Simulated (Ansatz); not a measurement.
Molecule: phosphanylboronic acid, sum formula H$_{4}$BPO$_{2}$, charge 0, multiplicity 1. SMILES: OB(O)P
Structure (B3LYP-D3(BJ)/def2-TZVP (Ansatz, a quantum-chemistry and plane-wave program) minimum search):
```
B
O 1 1.3600
H 2 0.9657 1 112.68
O 1 1.3691 2 118.34 3 -0.10
H 4 0.9606 1 115.17 2 179.05
P 1 1.9451 2 117.74 3 -175.22
H 6 1.4144 1 96.29 2 -47.31
H 6 1.4187 7 95.01 1 97.25
```

Quantity: vertical triplet-singlet gap (E(triplet) - E(singlet); each state is the SCF solution reached for its spin; for the triplet T1 is 0.049), in eV. Cores are frozen in the correlated levels unless marked. Open shells are spin-unrestricted. No spin-orbit coupling. No relativistic terms. Basis-set limits of correlation are two-point, X^-3; Hartree-Fock from the larger set. The bracket is a focal-point correction in the basis named.

RI-MP2/CBS(aug-cc-pV(T+d)Z,aug-cc-pV(Q+d)Z)+[CCSD(T)-MP2]/aug-cc-pV(T+d)Z (Ansatz) gives 5.64 eV.

Problem. Another calculation gave 5.29 eV. Which level was it?
(A) r2SCAN/def2-TZVPD (Ansatz)
(B) PBE0/def2-TZVPD (Ansatz)
(C) BHLYP/def2-TZVPD (Ansatz)
(D) wB97X-V/def2-TZVPD (Ansatz)

Solution. B, PBE0/def2-TZVPD (Ansatz). The others give 5.66 (wB97X-V), 5.18 (r2SCAN), 5.48 (BHLYP) eV.
